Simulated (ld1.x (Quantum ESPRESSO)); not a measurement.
# What the settings do to the PAW potential of F (Z = 9)

Base potential:

```json
{"Element": "fluorine", "Generator": "ld1.x (Quantum ESPRESSO) 7.5", "Type": "PAW", "Functional": "PBE", "Relativity": "scalar-relativistic", "Frozen core": "[He]", "Valence charge": "7", "Reference configuration": "2s2 2p3 (charge +2)", "Partial waves": "2s (bound): rcut 0.55, rcutus 0.75 bohr; 2s channel at -4.7 Ry: rcut 0.55, rcutus 0.75 bohr; 2p (bound): rcut 1.10, rcutus 1.20 bohr; 2p channel at -3.15 Ry: rcut 1.10, rcutus 1.20 bohr", "Local potential": "all-electron potential smoothed inside 1.10 bohr (lloc = -2)", "Core correction": "a·sin(br)/r model core, default radius (core density twice the valence density)", "Augmentation charge": "PSQ, inside the norm-conserving radii"}
```

Cutoffs, loose and tight: the cutoffs (Ry, on a coarse ladder) from which the occupation-weighted sum of valence levels, in a spherical-Bessel basis at the reference potential, stays within 10 and 1 mRy of its value at 400 Ry. They do not see the model core or the augmentation charge, which bear on the density cutoff. Test errors are all-electron minus pseudo excitation energies from the reference, over the configurations 2s2 2p5; 2s2 2p4; 2s2 2p2; 2s2 2p5.3; 2s2 2p1; 2s1 2p5; 2s1 2p6. A dash means not determined; rows that change the core or the reference have their own tests.

Cutoffs are not given where the Bessel-basis levels miss the radial ones by over 6 mRy, ghosts where they miss by over 20 mRy; a channel whose overlap is not positive is not tested.

| change | outcome | cutoff, loose | cutoff, tight | bound ghosts | largest test error (meV) |
| --- | --- | --- | --- | --- | --- |
| base | generated | 55 Ry | 110 Ry | none | -58 |
| local potential all-electron potential smoothed inside 0.44 bohr (lloc = -2) | generated | 55 Ry | 110 Ry | none | +11 |
| local potential all-electron potential smoothed inside 0.60 bohr (lloc = -2) | generated | 55 Ry | 110 Ry | none | +10 |
| local potential all-electron potential smoothed inside 0.88 bohr (lloc = -2) | generated | 55 Ry | 110 Ry | none | -59 |
| local potential all-electron potential smoothed inside 1.12 bohr (lloc = -2) | generated | 55 Ry | 110 Ry | none | -58 |
| local potential all-electron potential smoothed inside 1.22 bohr (lloc = -2) | generated | 55 Ry | 110 Ry | none | -56 |

(1) What comes out with this change to the base: local potential all-electron potential smoothed inside 0.74 bohr (lloc = -2)?

(2) What comes out with this change to the base: local potential all-electron potential smoothed inside 1.36 bohr (lloc = -2)?

(3) What comes out with this change to the base: local potential all-electron potential smoothed inside 0.96 bohr (lloc = -2)?

## Answers

(1) outcome: generated; cutoff, loose: 55 Ry; cutoff, tight: 110 Ry; bound ghosts: none; largest test error (meV): -8.7.

(2) outcome: generated, overlap not positive; bound ghosts: not determined (overlap not positive); largest test error (meV): -109. A file whose overlap is not positive is unfit for use, and its test errors describe a broken file.

(3) outcome: generated, overlap not positive; bound ghosts: not determined (overlap not positive); largest test error (meV): -71. A file whose overlap is not positive is unfit for use, and its test errors describe a broken file.

Reading the sweep of the rcloc (base included, trends over the rows without a ghost): The loose cutoff stays near 55 Ry. The median size of the test errors (rows with all tests solved) is not monotonic: lowest 1.6 meV at 0.74 bohr, highest 25.0 meV at 0.88 bohr.
